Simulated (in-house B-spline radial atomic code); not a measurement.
A fraction x of an electron is removed from 2p in Ne III (Ne2+), starting from [He] 2s2 2p4 and keeping the highest spin. All numbers are computed (scalar-relativistic (X2C) BLYP, spin-polarised, spherical fractional occupations; Fermi nucleus of rms radius 3.0055 fm) with a radial B-spline atomic code at the basis-set limit, not measured.

```json
{"x": "0", "E(x) - E(0) (eV)": "0.0000", "2p down level (eV)": "-52.038"}
{"x": "0.12", "E(x) - E(0) (eV)": "6.4046", "2p down level (eV)": "-54.710"}
{"x": "0.17", "E(x) - E(0) (eV)": "9.1681", "2p down level (eV)": "-55.834"}
{"x": "0.33", "E(x) - E(0) (eV)": "18.3914", "2p down level (eV)": "-59.466"}
{"x": "0.39", "E(x) - E(0) (eV)": "22.0006", "2p down level (eV)": "-60.843"}
{"x": "0.5", "E(x) - E(0) (eV)": "28.8330", "2p down level (eV)": "-63.386"}
{"x": "0.55", "E(x) - E(0) (eV)": "32.0314", "2p down level (eV)": "-64.551"}
{"x": "0.67", "E(x) - E(0) (eV)": "39.9461", "2p down level (eV)": "-67.366"}
{"x": "0.87", "E(x) - E(0) (eV)": "53.8931", "2p down level (eV)": "-72.117"}
{"x": "0.91", "E(x) - E(0) (eV)": "56.7970", "2p down level (eV)": "-73.076"}
{"x": "1", "E(x) - E(0) (eV)": "63.4713", "2p down level (eV)": "-"}
```

The exact functional would give a straight line between the two integer points. Deviations E(x) - E(0) - x[E(1) - E(0)], in eV: -1.212 at x = 0.12, -1.622 at x = 0.17, -2.554 at x = 0.33, -2.753 at x = 0.39, -2.903 at x = 0.5, -2.878 at x = 0.55, -2.58 at x = 0.67, -1.327 at x = 0.87, -0.962 at x = 0.91.

The curve lies below the straight line by up to 2.903 eV (at x = 0.5): convex, the delocalisation error that favours fractional charges.

Problem. How well does Slater's transition state (minus the level at half occupation) give the ionisation energy?

Solution. It gives 63.386 eV against 63.471 eV from the two total energies; NIST lists 63.42 eV, ground level to ground level.
